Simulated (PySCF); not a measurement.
# Two-component Hartree-Fock for Pm(52+) (promethium, charge +52)

Start: [He] 2s2 2p5; 2p1/2 filled at m_j = +1/2; 2p3/2 filled at m_j = -3/2, -1/2, +1/2, +3/2. Calculated with PySCF 2.14 in an uncontracted even-tempered set (17 s from 32 bohr⁻², ratio 2.4; 13 p from 42 bohr⁻², ratio 2.4; 5 d from 150 bohr⁻², ratio 2.6; 4 f from 220 bohr⁻², ratio 2.6): generalised Hartree-Fock with the X2C-1e Hamiltonian and a Gaussian nucleus; one run each with spin-orbit coupling (SO) screened by Boettger's factors, then bare. This is a chosen level, not necessarily the ground level.

```tsv
spinor shell	electrons	ε, screened SO (eV)	ε, bare SO (eV)	weight of nominal j (bare SO)	rms radius, bare SO (bohr)
1s1/2	2	-49631.1	-49631.4	1.000	0.0264
2s1/2	2	-11316.1	-11316.2	1.000	0.104
2p1/2	1	-11013.0	-11029.1	1.000	0.0888
2p3/2	4	-10402.8	-10397.2	1.000	0.0946
```

```json
{"quantity": "E (hartree)", "screened SO": "-6851.26702", "bare SO": "-6851.01058"}
{"quantity": "M_J", "screened SO": "1/2", "bare SO": "1/2"}
{"quantity": "⟨J²⟩", "screened SO": "0.750", "bare SO": "0.750"}
{"quantity": "⟨L²⟩", "screened SO": "2.007", "bare SO": "2.008"}
{"quantity": "⟨S²⟩", "screened SO": "0.757", "bare SO": "0.758"}
```

Each row is a mean over spinors that exchange with the open shell spreads, by up to 17.144 eV (2p3/2).

Breit and QED terms are absent; they matter most for the inner s and p1/2 levels.

Densities and radii are taken from the X2C orbitals without a picture-change correction, which distorts them close to the nucleus.
